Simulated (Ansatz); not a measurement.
H6LiNSi2 at its PBE0-D4/def2-TZVP geometry, where that method's forces vanish. Charge 0, multiplicity 1. The bonds changed during the relaxation, so this is another structure than the one it started from.

```json
{"atom": "Li1", "x (Å)": "0.427", "y (Å)": "-1.303", "z (Å)": "1.737"}
{"atom": "N2", "x (Å)": "0.244", "y (Å)": "-0.338", "z (Å)": "0.236"}
{"atom": "Si3", "x (Å)": "-1.079", "y (Å)": "0.464", "z (Å)": "0.876"}
{"atom": "Si4", "x (Å)": "1.032", "y (Å)": "-0.220", "z (Å)": "-1.255"}
{"atom": "H5", "x (Å)": "-1.192", "y (Å)": "-0.187", "z (Å)": "2.270"}
{"atom": "H6", "x (Å)": "-0.961", "y (Å)": "1.927", "z (Å)": "1.154"}
{"atom": "H7", "x (Å)": "-2.418", "y (Å)": "0.247", "z (Å)": "0.251"}
{"atom": "H8", "x (Å)": "2.173", "y (Å)": "-1.188", "z (Å)": "-1.307"}
{"atom": "H9", "x (Å)": "1.614", "y (Å)": "1.132", "z (Å)": "-1.530"}
{"atom": "H10", "x (Å)": "0.160", "y (Å)": "-0.535", "z (Å)": "-2.431"}
```

Task: For each bond, give half the difference of the two atoms' forces along it (eV/Å; positive pushes the atoms apart) under PBE-D4, r2SCAN-D4, B3LYP-D4, ωB97M-V in def2-TZVPP. (Estimate.)

Result: The calculation gave: 
```json
{"bond": "Li1–N2", "length (Å)": "1.794", "PBE-D4": "-0.07", "r2SCAN-D4": "0.10", "B3LYP-D4": "0.00", "ωB97M-V": "0.09"}
{"bond": "Li1–Si3", "length (Å)": "2.476", "PBE-D4": "0.12", "r2SCAN-D4": "0.07", "B3LYP-D4": "0.08", "ωB97M-V": "0.14"}
{"bond": "N2–Si3", "length (Å)": "1.674", "PBE-D4": "0.21", "r2SCAN-D4": "0.04", "B3LYP-D4": "0.10", "ωB97M-V": "0.09"}
{"bond": "N2–Si4", "length (Å)": "1.690", "PBE-D4": "0.15", "r2SCAN-D4": "-0.01", "B3LYP-D4": "0.11", "ωB97M-V": "0.10"}
{"bond": "Si3–H5", "length (Å)": "1.542", "PBE-D4": "0.07", "r2SCAN-D4": "-0.02", "B3LYP-D4": "-0.05", "ωB97M-V": "-0.05"}
{"bond": "Si3–H6", "length (Å)": "1.494", "PBE-D4": "0.02", "r2SCAN-D4": "-0.02", "B3LYP-D4": "-0.09", "ωB97M-V": "-0.15"}
{"bond": "Si3–H7", "length (Å)": "1.494", "PBE-D4": "0.02", "r2SCAN-D4": "-0.02", "B3LYP-D4": "-0.09", "ωB97M-V": "-0.15"}
{"bond": "Si4–H8", "length (Å)": "1.497", "PBE-D4": "0.03", "r2SCAN-D4": "-0.02", "B3LYP-D4": "-0.10", "ωB97M-V": "-0.13"}
{"bond": "Si4–H9", "length (Å)": "1.497", "PBE-D4": "0.03", "r2SCAN-D4": "-0.02", "B3LYP-D4": "-0.07", "ωB97M-V": "-0.12"}
{"bond": "Si4–H10", "length (Å)": "1.497", "PBE-D4": "0.03", "r2SCAN-D4": "-0.02", "B3LYP-D4": "-0.07", "ωB97M-V": "-0.12"}
```

B3LYP here is the variant with VWN-RPA as its local correlation; programs differ in this.

All numbers were calculated with Ansatz.
